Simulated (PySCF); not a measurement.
# Electron correlation in Ne⁺ (neon, charge +1)

[He] 2s2 2p5, 2P determinant. Calculation: PySCF 2.14, in aug-cc-pVTZ-DK (5s4p3d2f, 46 functions); scalar relativity by spin-free X2C-1e. Frozen: 1s2; 7 electrons correlated.

```tsv
level	correlation energy (mhartree)
CCSD	-211.84
(T)	-2.77
CCSD(T)	-214.61
```

Diagnostics: T1 = 0.0042, D1 = 0.0065, largest double amplitude 0.024.

Cost of the coupled-cluster step: about 2.2 core-seconds, for 7 correlated electrons.
